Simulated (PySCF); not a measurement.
The scaffold SiH2(OH)-X carries different groups X. All species are isolated molecules in the gas phase. One relaxed conformer stands for each flexible species; it need not be the lowest. Strings in code marks are SMILES.

The T1 excitation (TDA) from two functionals at the same geometries (PBE0-D4/def2-TZVP), both in PySCF: PBE-D3(BJ)/def2-TZVP and B3LYP-D3(BJ)/def2-TZVP. B3LYP has the VWN-RPA correlation part, as in Gaussian. Excitations are Tamm–Dancoff values on a coarser integration grid. The basis has no diffuse functions, so Rydberg states are missing or too high.

```csv
species,PBE-D3(BJ)/def2-TZVP (eV),B3LYP-D3(BJ)/def2-TZVP (eV)
X = H,6.15,6.63
X = ethyl,6.04,6.56
X = mercapto,5.57,5.69
X = difluoromethyl,5.67,6.37
```

Over these rows, drawn at random from the members with no instability flagged (it was tested for open shells, ions and some series alone), PBE minus B3LYP-D3(BJ): mean -0.45 eV, from -0.69 eV to -0.11 eV.
